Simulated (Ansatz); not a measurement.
Geometry optimisation, RKS PBE-D4/def2-SVP in Ansatz 0.2.0.

Input file:

```yaml
crystal:
  periodic: [false, false, false]
  atoms:
    - { symbol: "N", position_ang: [-1.248, 1.6603, -0.5349] }
    - { symbol: C, position_ang: [-0.7227, 0.5625, 0.1575] }
    - { symbol: C, position_ang: [0.5446, 0.7664, 0.8784] }
    - { symbol: C, position_ang: [0.6194, -0.0296, -0.3832] }
    - { symbol: Si, position_ang: [0.7792, -1.9006, -0.3082] }
    - { symbol: H, position_ang: [-1.8375, 2.3056, 0.0889] }
    - { symbol: H, position_ang: [-1.9197, 1.3982, -1.2647] }
    - { symbol: H, position_ang: [-0.21411, 1.69131, -0.64309] }
    - { symbol: H, position_ang: [1.0483, 1.7609, 0.8978] }
    - { symbol: H, position_ang: [0.6941, 0.2718, 1.8744] }
    - { symbol: H, position_ang: [0.9794, 0.4069, -1.2397] }
    - { symbol: H, position_ang: [0.1624, -2.4239, 0.9573] }
    - { symbol: H, position_ang: [2.1729, -2.2061, -0.2821] }
    - { symbol: H, position_ang: [0.1245, -2.5365, -1.4483] }
basis:
  gaussian: { orbitals: def2-SVP }
hamiltonian:
  xc: pbe
  dispersion: d4
relax:
  f_tol: 0.02
  max_steps: 50
```

Launched with:

```bash
$ ansatz run input.yaml --threads 2 --pin off --max-ram 3072MiB --backend cpu --events-out ev --progress --plain --runs-dir out
```

Problem. Where does it end, and by what steps?

Solution. The run converged. After 11 steps the energy has fallen by 2.384 eV; H8 moved furthest, 0.68 Å.

```tsv
step	energy less start (eV)	largest force component (eV/Å)	accepted
0	0.0000	6.391	yes
1	-1.2089	3.255	yes
2	-1.9899	1.060	yes
3	-2.2376	1.050	yes
4	-2.3583	0.357	yes
5	-2.3156	0.732	no
6	-2.3802	0.172	yes
7	-2.3821	0.115	yes
8	-2.3818	0.113	no
9	-2.3832	0.091	yes
10	-2.3833	0.054	yes
11	-2.3839	0.018	yes
```

```xyz
14
Properties=species:S:1:pos:R:3
N -1.181 1.626 -0.545
C -0.751 0.440 0.252
C 0.507 0.757 1.001
C 0.576 -0.075 -0.281
Si 0.773 -1.936 -0.292
H -1.813 2.223 0.014
H -1.726 1.317 -1.366
H -0.410 2.277 -0.928
H 0.980 1.761 0.908
H 0.679 0.300 1.992
H 1.074 0.469 -1.120
H 0.346 -2.509 1.032
H 2.202 -2.366 -0.542
H -0.073 -2.558 -1.377
```

Whether the end is a true minimum wasn't checked by a vibrational analysis.

Time of the run: 29 s on 2 threads of Arm Neoverse V2, with other jobs on the host, peak memory 0.15 GiB.
